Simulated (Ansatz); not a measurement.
CH4FNSSi, relaxed with RKS PBE0-D4/def2-TZVP in the Gaussian-basis code of Ansatz from a PBE-D4/def2-SVP geometry. The force threshold is 0.005 eV/Å; the program also tests the step.

Charge 0, multiplicity 1. The bonds changed during the relaxation, so this is another structure than the one it started from.

Start:

```xyz
9

F    -2.611    0.754   -1.833
Si   -2.119   -0.358   -0.702
N    -0.446    0.142   -0.602
C     0.528   -0.438    0.279
S     0.979    0.768    1.625
H     0.101   -1.358    0.734
H    -0.108    0.956   -1.133
H     1.461   -0.718   -0.253
H     2.213    0.251    1.883
```

```tsv
step	energy (eV)	largest force (eV/Å)	largest move (Å)
1	-24013.7758	1.177	0.000
2	-24013.8302	0.733	0.031
3	-24013.8479	0.105	0.027
4	-24013.8485	0.048	0.014
5 (rejected)	-24013.8484	0.072	0.028
6	-24013.8487	0.009	0.013
7	-24013.8489	0.011	0.022
8	-24013.8489	0.007	0.008
9	-24013.8489	0.003	0.006
```

End:

```xyz
9

F    -2.594    0.713   -1.789
Si   -2.076   -0.351   -0.682
N    -0.443    0.159   -0.604
C     0.534   -0.422    0.265
S     0.993    0.781    1.568
H     0.108   -1.315    0.729
H    -0.107    0.951   -1.139
H     1.439   -0.708   -0.273
H     2.147    0.193    1.926
```

Run time 23 s (4 threads of an Intel Xeon on a shared host); peak host memory 0.51 GiB.
